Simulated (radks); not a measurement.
Results of a calculation; reference values are marked as such.
Coulomb parameter of the 5d shell of neutral tungsten in the model configuration [Xe] 4f14 5d4.5 6s1.5, as a second difference U = [E(n + 0.25) + E(n - 0.25) - 2 E(n)] / (0.25)^2 with all orbitals relaxed. "Bare": the charge of the atom changes with n. "Screened": the 6s shell takes up the change at fixed total charge, which measures U(5d,5d) + U(6s,6s) - 2 U(5d,6s). Code: a radial shooting solver on a logarithmic mesh with Libxc functionals. Model: Dirac Kohn-Sham, PBE, spin-unpolarised, spherical densities, finite nucleus; open shells are shared between the two j in proportion to 2j + 1; Fermi nuclear charge, rms radius 5.3658 fm.

\begin{tabular}{lrr}
case & configuration & E - E(n) (eV) \\ \hline
start & [Xe] 4f14 5d4.5 6s1.5 & 0.000 \\
bare +0.25 & [Xe] 4f14 5d4.75 6s1.5 & -0.739 \\
bare -0.25 & [Xe] 4f14 5d4.25 6s1.5 & 1.215 \\
screened +0.25 & [Xe] 4f14 5d4.75 6s1.25 & 0.402 \\
screened -0.25 & [Xe] 4f14 5d4.25 6s1.75 & -0.365 \\
\end{tabular}

U(bare) = 7.619 eV, U(screened by 6s) = 0.592 eV. The step up makes a negative ion, whose loosely bound charge lowers the bare value.
